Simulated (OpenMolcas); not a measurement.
**neutral hafnium: effect of the active space**

```json
{
  "Program": "OpenMolcas",
  "Method": "SS-CASPT2, IPEA 0.25 Eh, imaginary shift 0.1 Eh",
  "Basis": "ANO-R1",
  "Scalar Hamiltonian": "X2C, finite nucleus",
  "Spin-orbit coupling": "RASSI with atomic mean-field integrals over the reference wave functions, term energies averaged over their components"
}
```

A. 2 electrons in 5 orbitals (5d); 2S+1 = 3 even, 10 roots; 2S+1 = 1 even, 15 roots; closed shells correlated: 5s 5p 6s; CASPT2 step of the order of 1.8 core-seconds
B. 4 electrons in 6 orbitals (5d 6s); 2S+1 = 5 even, 10 roots; 2S+1 = 3 even, 19 roots; 2S+1 = 1 even, 14 roots; closed shells correlated: 5s 5p; CASPT2 step about 8 core-seconds

Energies in cm⁻¹ above 5d² 6s² ³F₂, the measured ground level; measured values from NIST Handbook of Basic Atomic Spectroscopic Data.

| Level | A | B | Measured |
| --- | --- | --- | --- |
| 5d² 6s² ³F₂ | 0.0 | 0.0 | 0.0 |
| 5d² 6s² ³F₃ | 2750 | 2270 | 2357 |
| 5d² 6s² ³F₄ | 5310 | 4430 | 4568 |
| 5d² 6s² ³P₀ | 7870 | 5040 | 5522 |
| 5d² 6s² ³P₁ | 9380 | 5600 | 6573 |
| 5d² 6s² ¹G₄ | 13010 | 11590 | 10533 |

Deviations, from unrounded energies. A percentage is the sum of absolute deviations over the sum of measured energies, with the sign that they share, or ± where signs differ.

```
                        Against measurement  Levels      A      B
             mean absolute deviation (cm-1)       5   1800    550
      fine structure of the ground term (%)       2  +16.4   -3.4
other terms of the ground configuration (%)       3  +33.8  ±11.1
```

B lies closest to measurement on these levels. The largest miss of B in the table is 5d² 6s² ¹G₄, by +1100 cm-1. The ranking rests on the paired levels alone, and a cruder setting can come out closer through cancelling errors.

The spin-orbit steps hold different terms of 5d² 6s² (B lacks ¹S), which shifts levels as well.

Between A and B the level of the table that moves most is 5d² 6s² ³P₁, by 3800 cm-1 (lowest in B, highest in A). Moves below CASPT2's spread within the term are not significant.

Term energies are means over components that CASPT2 splits; among the terms shown or strongly mixed into the levels shown the widest spread is 450 cm-1 (5d² 6s² ¹G, A). Over all roots computed the reference weight is 0.87 to 0.94 in A; the roots of lowest weight are the least certain, and an intruder state may touch them. With the s shell closed, the reference lacks s² → p², s² → d² and s → d mixing, so excited terms can stand far too high and out of order, with CASPT2 too (holds for A). Some terms miss by over 15 % even with CASPT2, which points to a basis or an active space too small for the shells correlated (holds for A). Measured partners are found by configuration, term and J. A level has none where our copy of the source lacks it or the pairing is in doubt (some pairs that miss far off the trend of their configuration count as doubtful), and it then counts in no deviation. Levels of configurations outside the active space are missing. Levels that lie high or do not pair safely by name in every column are left out.
